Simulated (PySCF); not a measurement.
BiBr₂, charge +1, singlet, at a GFN2-xTB geometry (such geometries of metal compounds can be far from the true shape) (core potentials on Bi). Base run: PySCF with DF-R2SCAN/def2-TZVP.

Here is a job for PySCF.
```python
from pyscf import gto, scf, dft

mol = gto.Mole()
mol.atom = '''
    Bi    0.671282    0.356821    0.221934
    Br   -1.134302    0.941785   -1.434148
    Br   -0.457595   -1.787960    0.907847
'''
mol.basis = 'def2-tzvp'
mol.ecp = {'Bi': 'def2-tzvp'}
mol.charge = 1
mol.spin = 0
mol.verbose = 4
mol.build()

mf = dft.RKS(mol)
mf.xc = 'r2scan'
mf = mf.density_fit(auxbasis='def2-universal-jkfit')
mf.kernel()
```

Each row names what was changed in the base input (with any setting that the change needs).

```
change                                     ΔE vs base (mEh)  grid points  electrons on the grid        outcome
-----------------------------------------  ----------------  -----------  ---------------------  -------------
base                                                  0.000        64296               92.00000      converged
grids.prune = dft.gen_grid.treutler_prune             0.000        64416               92.00000      converged
grids.atom_grid = (50, 194)                           5.425        18544               92.00005      converged
grids.level = 0                                       7.660         8144               91.99933      converged
grids.prune = dft.gen_grid.sg1_prune                      -            -                      -  input refused
grids.atom_grid = (99, 590)                          -0.063        86168               92.00000      converged
grids.level = 2                                      -0.339        41344               92.00006      converged
grids.atom_grid = (30, 110)                          11.478         7344               91.99974      converged
grids.radi_method = mura_knowles                     -0.341        58352               92.00000      converged
grids.becke_scheme = stratmann                       -0.004        64296               92.00000      converged
grids.radi_method = delley                           -0.197        62664               92.00000      converged
```

- grids.prune = dft.gen_grid.sg1_prune: ended with `IndexError: index 83 is out of bounds for axis 0 with size 19`
